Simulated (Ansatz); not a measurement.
Mulliken charges of BrH3O2Sn (`[OH][SnH]([OH])[Br]`) from r2SCAN/def2-TZVPP in Ansatz (PBE0-D4/def2-TZVP geometry).

```
atom   x (Å)   y (Å)   z (Å)  charge (e)
  O1  -0.119   1.589  -0.496      -0.544
 Sn2  -0.060  -0.076   0.515       1.108
  O3   1.535  -1.032  -0.044      -0.543
 Br4  -2.079  -1.326  -0.180      -0.348
  H5  -0.914   1.665  -1.032       0.206
  H6   0.033   0.142   2.188      -0.084
  H7   1.664  -1.030  -0.996       0.205
```

Question: By hand: the dipole of these point charges (1 e Å = 4.8032 D).

Answer: Σ q r = (0.038, 0.193, 0.326) e Å, of length 0.381 e Å = 1.83 D.

Question: How does the dipole of the full density compare? (Best estimate.)

Answer: Ansatz gave: (-0.084, 0.119, -0.028) e Å, 0.71 D; the point charges give 2.58 times that, at 79° from its direction.

Point charges leave out the atoms' own dipoles, such as those of lone pairs, and Mulliken's split depends on the basis, so the two needn't agree.
